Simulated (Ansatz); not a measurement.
`C[SiH](N)[GeH2][NH2]` + `CCl` → `[NH2][GeH2][CH2]Cl` + `C[SiH2]N`  (formal exchange of groups at a Ge–Si bond)

Program: Ansatz. Geometries: PBE0-D4/def2-TZVP. ΔE: electronic, gas phase. CCSD(T)/CBS is the MP2 limit (def2-TZVPP, def2-QZVPP) plus CCSD(T) − MP2 in def2-TZVPP, frozen cores. This one scheme is used for every species. Functionals use def2-TZVPP. B3LYP here is the variant with VWN-RPA as its local correlation; programs differ in this. For Ge outer-core shells are correlated without core-valence functions, which leaves a few kJ/mol of doubt a bond. Scalar relativity is left out up to krypton. One conformer a species, not always the lowest.

```tsv
level	ΔE (kcal/mol)
r2SCAN-D4	7.5
PBE0-D4	8.5
PBE	8.5
B3LYP	6.6
```

**Question.** What does CCSD(T)/CBS give? (Best estimate.)

**Answer.** The calculation gave: +6.0 kcal/mol. The listed levels differ from it by 1.5, 2.5, 2.5, 0.6 kcal/mol.

Largest T1 diagnostic among the species: 0.011.

In def2-TZVPP, CCSD(T) changes the Hartree–Fock value by +2.1 kcal/mol (the triples alone add +0.2 kcal/mol) and MP2 by +1.3 kcal/mol. The D4 term adds +1.1 kcal/mol with B3LYP and +0.7 kcal/mol with PBE0; it sums over pairs of atoms, weighted by their polarisabilities, and B3LYP, whose exchange is more repulsive, gets the larger term.
